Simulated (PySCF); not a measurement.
# Correlation energy of Xe³⁺ (xenon, charge +3)

[Kr] 4d10 5s2 5p3, high-spin 4S determinant. Calculation: PySCF 2.14, in def2-SVP with the def2 core potential (28 electrons); scalar relativity through the core potential. Frozen: 4s2 4p6 4d10; 5 electrons correlated.

MP2 pair energies summed by pair of shells (mhartree):

```csv
pair,energy,share (%)
5s-5p,-45.67,67.2
5p-5p,-15.04,22.1
5s-5s,-7.25,10.7
```

Total MP2 correlation energy: -67.97 mhartree.

Same-spin part -17.63 and opposite-spin part -50.34 mhartree; SCS-MP2 scales them by 1/3 and 6/5 to -66.28 mhartree.

| level | correlation energy (mhartree) |
| --- | --- |
| CCSD | -81.00 |
| (T) | -1.86 |
| CCSD(T) | -82.86 |

Diagnostics: T1 = 0.0014, D1 = 0.0034, largest double amplitude 0.050.

Cost of the coupled-cluster step: 0.8 s of wall time on 1 thread of Neoverse-V2 (shared host), for 5 correlated electrons.
